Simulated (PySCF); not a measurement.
# Electron correlation in Ce⁴⁵⁺ (cerium, charge +45)

[Ne] 3s2 3p1, 2P determinant. Calculation: PySCF 2.14, in an even-tempered Gaussian basis (18 s from 8.8 bohr⁻², ratio 2.5; 12 p from 11 bohr⁻², ratio 2.5; 4 d from 46 bohr⁻², ratio 2.7; 4 f from 69 bohr⁻², ratio 2.7); scalar relativity by spin-free X2C-1e. Frozen: 1s2; 11 electrons correlated; the 21 highest virtual orbitals of each spin left out.

```json
{"level": "CCSD", "correlation energy (mhartree)": "-509.33"}
{"level": "(T)", "correlation energy (mhartree)": "-0.83"}
{"level": "CCSD(T)", "correlation energy (mhartree)": "-510.16"}
```

Diagnostics: T1 = 0.00057, D1 = 0.0025, largest double amplitude 0.049.

Question: Is a single reference adequate?

Answer: Yes, within this model without spin-orbit coupling: T1 lies below 0.03 and no double amplitude reaches 0.07.

At this charge the one-electron X2C treatment keeps the bare 1/r₁₂, with no two-electron picture change or Breit term. The effect here is smaller than on the frozen 1s shell; and a scalar Hamiltonian misses the large spin-orbit splitting of the p shells, which matters for ns² → np² pairs.
